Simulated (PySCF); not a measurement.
C₄H₈O₂, SMILES C1COCCO1 (B3LYP/def2-SVP optimised geometry):

```
14

C      0.316     0.609     2.315
C     -0.541    -0.647     2.252
O     -0.245    -1.434     1.109
C      0.249    -0.699     0.000
C     -0.254     0.737     0.000
O      0.131     1.434     1.175
H      0.052     1.204     3.205
H      1.382     0.321     2.415
H     -0.364    -1.272     3.143
H     -1.612    -0.361     2.258
H      1.358    -0.699     0.000
H     -0.078    -1.216    -0.917
H      0.158     1.284    -0.864
H     -1.358     0.739    -0.105
```

Calculation: B3LYP/def2-TZVP (PySCF).

### Question
What are the frontier orbital energies and the dipole moment?

### Answer
HOMO-2 -7.94 eV, HOMO-1 -7.38 eV, HOMO -6.94 eV, LUMO 0.88 eV, LUMO+1 1.60 eV; dipole moment 0.00 D.

Meta-Löwdin charges at B3LYP/def2-TZVP: C1 0.00, C2 0.00, O3 -0.41, C4 0.00, C5 0.00, O6 -0.41, H7 0.12, H8 0.09, H9 0.12, H10 0.09, H11 0.09, H12 0.12, H13 0.12, H14 0.09.
